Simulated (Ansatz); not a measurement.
`C[SiH]1C=CS1` + H₂ → `C1=CS[SiH2]1` + CH₄ at 700 K and 1 bar (hydrogenolysis of the Si–C bond).

Gas-phase electronic energies from Ansatz, PBE0-D4/def2-TZVP geometries. CCSD(T)/CBS adds triple-zeta CCSD(T) − MP2 to the extrapolated MP2 energy (def2 sets, frozen cores). This one scheme is used for every species.

```tsv
species	CCSD(T)/CBS energy (Eh)	H − E (kJ/mol)	S (J/(mol·K))
`C[SiH]1C=CS1`	-804.62525	285.5	450.5
H₂	-1.17544	46.8	155.3
`C1=CS[SiH2]1`	-765.34512	190.4	382.8
CH₄	-40.46206	145.9	224.0
```

H − E and S are ideal-gas, rigid-rotor, harmonic terms from PBE0-D4/def2-TZVP, for one conformer and one mirror image of each species. For small species the MP2-based limit differs from directly extrapolated CCSD(T) by up to some mEh (0.8 for H₂); such offsets cancel only in part. 1 Eh = 2625.50 kJ/mol, R = 8.31446 J/(mol·K).

Question: By hand: ΔE, ΔH, ΔS and ΔG.

Answer: ΔE = (-765.34512) + (-40.46206) − (-804.62525) − (-1.17544) = -0.00649 Eh = -17.0 kJ/mol. Δ(H − E) = 190.4 + 145.9 − 285.5 − 46.8 = 4.0, so ΔH = -13.0 kJ/mol. ΔS = 382.8 + 224.0 − 450.5 − 155.3 = 1.0 J/(mol·K). ΔG = -13.0 − 700 × (1.0)/1000 = -13.7 kJ/mol.

Question: By hand: the equilibrium constant, and the temperature at which ΔG would vanish if ΔH and ΔS stayed fixed.

Answer: log₁₀ K = −ΔG/(RT ln 10) = 1.0. ΔH and −TΔS have one sign here, so there is no such temperature.

The number of gas molecules stays the same, so ΔS is small and ΔH decides. A doubt of 5 kJ/mol in ΔE shifts log₁₀ K by 0.4 here. Other conformers and mirror images would add mixing entropy, several J/(mol·K) or more a flexible species. These are equilibria of isolated gas molecules and say nothing of rates. Largest T1 diagnostic: 0.013 (customary marks: 0.02 for closed shells, 0.045 for open ones).

ΔS is within the doubt of such terms, so its sign, and with it that verdict, could turn.
